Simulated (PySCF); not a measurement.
# Electron correlation in Pd²⁺ (palladium, charge +2)

[Kr] 4d7 5s1, high-spin 5F determinant (an excited configuration). Computed with PySCF 2.14 in aug-cc-pVTZ-DK, with the spin-free X2C one-electron Hamiltonian (Gaussian nucleus). Frozen: [Kr]; 8 electrons correlated.

MP2 pair energies summed by pair of shells (mhartree):

```csv
pair,energy,share (%)
4d-4d,-152.59,81.5
4d-5s,-34.74,18.5
```

Total MP2 correlation energy: -187.33 mhartree.

Same-spin part -87.09 and opposite-spin part -100.23 mhartree; SCS-MP2 scales them by 1/3 and 6/5 to -149.31 mhartree.
